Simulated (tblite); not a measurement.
C8H12NP.
Bonds: C1–C2, C2–C3 (aromatic), C3–C4 (aromatic), C4–N5, N5–C6, N5–C7, C4–C8 (aromatic), C8–C9 (aromatic), C9–P10 (aromatic), C2–P10 (aromatic). Hydrogens: H11, H12, H13 on C1; H14 on C3; H15, H16, H17 on C6; H18, H19, H20 on C7; H21 on C8; H22 on C9.

Computed with GFN2-xTB (tblite), gas phase: L-BFGS steps from a force-field or distance-geometry start until the largest atomic force falls under 0.01 eV/Å.

Step 1: E = -779.7538 eV
```
atom  x, y, z in Å  |  force x, y, z in eV/Å
C1      3.3737   -0.7637    0.1771   -0.444   0.467  -0.020
C2      2.1804    0.1910    0.0937   -0.339   0.506   0.062
C3      0.9036   -0.3657    0.0545   -0.126   0.065  -0.084
C4     -0.3372    0.3230   -0.0322    0.091   0.288   0.101
N5     -1.5518   -0.3744   -0.0608    0.291   0.052  -0.023
C6     -1.6263   -1.7885    0.2824    0.147   0.248  -0.053
C7     -2.7927    0.2751   -0.4526    0.233   0.056   0.101
C8     -0.3241    1.7495   -0.0616    0.170  -0.344  -0.039
C9      0.8098    2.5504   -0.0315    0.087  -0.535   0.007
P10     2.4777    1.9625    0.0631   -0.987  -0.790  -0.036
H11     3.4030   -1.3987   -0.7138   -0.013   0.084   0.162
H12     3.2874   -1.4032    1.0609   -0.063   0.073  -0.165
H13     4.3196   -0.2228    0.2500   -0.202   0.041  -0.066
H14     0.8604   -1.4588    0.0608    0.044   0.351   0.034
H15    -1.1201   -1.9830    1.2323    0.134   0.041  -0.082
H16    -2.6606   -2.1211    0.4167    0.136   0.322  -0.148
H17    -1.1752   -2.4067   -0.5032   -0.004  -0.033   0.073
H18    -3.1467    0.9440    0.3384   -0.011   0.117  -0.018
H19    -3.5916   -0.4483   -0.6320    0.315  -0.109   0.051
H20    -2.6668    0.8458   -1.3787    0.089   0.019   0.115
H21    -1.2796    2.2670   -0.1021    0.170  -0.133  -0.010
H22     0.6468    3.6458   -0.0620    0.281  -0.786   0.040
```

Step 2: E = -779.8366 eV
```
atom  x, y, z in Å  |  force x, y, z in eV/Å
C1      3.3595   -0.7514    0.1769   -0.204   0.378  -0.042
C2      2.1677    0.2108    0.0955   -0.238  -0.661   0.053
C3      0.9012   -0.3609    0.0517   -0.218  -0.003  -0.026
C4     -0.3323    0.3272   -0.0286   -0.108   0.046   0.031
N5     -1.5435   -0.3709   -0.0622    0.165   0.039  -0.002
C6     -1.6217   -1.7805    0.2823    0.156   0.077  -0.125
C7     -2.7855    0.2749   -0.4481    0.152   0.149   0.000
C8     -0.3203    1.7440   -0.0631   -0.075  -0.268  -0.018
C9      0.8177    2.5297   -0.0310   -0.678  -0.040  -0.046
P10     2.4418    1.9361    0.0617    0.411   0.099   0.018
H11     3.4030   -1.3964   -0.7088   -0.113   0.178   0.148
H12     3.2859   -1.4009    1.0554   -0.142   0.145  -0.129
H13     4.3145   -0.2212    0.2480   -0.278   0.079  -0.055
H14     0.8614   -1.4490    0.0618    0.043   0.213   0.023
H15    -1.1164   -1.9818    1.2291    0.150   0.051  -0.015
H16    -2.6565   -2.1114    0.4120    0.116   0.320  -0.114
H17    -1.1751   -2.4083   -0.5015   -0.003   0.025   0.084
H18    -3.1471    0.9478    0.3378    0.026   0.068  -0.011
H19    -3.5819   -0.4513   -0.6305    0.319  -0.092   0.065
H20    -2.6640    0.8469   -1.3762    0.091  -0.005   0.143
H21    -1.2733    2.2620   -0.1023    0.118  -0.090  -0.015
H22     0.6545    3.6239   -0.0609    0.309  -0.709   0.032
```

Problem. Estimate the geometry and energy of step 3. (The exact step hangs on the optimiser's Hessian estimate; all steps are aligned on step 2, rigid shifts and turns removed.)

Solution. E = -779.8710 eV, largest force 0.486 eV/Å
```
atom  x, y, z in Å  |  force x, y, z in eV/Å
C1      3.3521   -0.7428    0.1764   -0.110   0.134  -0.020
C2      2.1594    0.2075    0.0968   -0.024  -0.453   0.034
C3      0.8977   -0.3583    0.0505   -0.265  -0.164   0.006
C4     -0.3319    0.3271   -0.0269   -0.166   0.055  -0.005
N5     -1.5388   -0.3685   -0.0629    0.048  -0.031   0.006
C6     -1.6179   -1.7769    0.2809    0.127   0.049  -0.082
C7     -2.7810    0.2763   -0.4463    0.109   0.131   0.002
C8     -0.3210    1.7403   -0.0639   -0.199  -0.306  -0.010
C9      0.8113    2.5215   -0.0314   -0.340  -0.081  -0.030
P10     2.4360    1.9294    0.0615    0.451   0.180   0.022
H11     3.4014   -1.3930   -0.7050   -0.136   0.182   0.100
H12     3.2834   -1.3980    1.0516   -0.153   0.156  -0.097
H13     4.3091   -0.2193    0.2466   -0.260   0.152  -0.045
H14     0.8622   -1.4433    0.0625    0.004   0.090   0.017
H15    -1.1132   -1.9806    1.2277    0.142   0.058  -0.012
H16    -2.6535   -2.1037    0.4089    0.099   0.298  -0.093
H17    -1.1750   -2.4085   -0.5000    0.026   0.023   0.041
H18    -3.1469    0.9500    0.3375    0.044   0.050  -0.002
H19    -3.5741   -0.4534   -0.6291    0.304  -0.077   0.065
H20    -2.6617    0.8474   -1.3736    0.098   0.017   0.104
H21    -1.2691    2.2588   -0.1026   -0.019  -0.039  -0.021
H22     0.6611    3.6075   -0.0601    0.219  -0.426   0.019
```

The energy changes by -0.0345 eV. The first-order estimate −F·Δx gives -0.0427 eV and the mean of the old and new forces, exact on a quadratic surface, -0.0344 eV. The step makes an angle of 41° with the force vector and moves no atom by more than 0.018 Å.
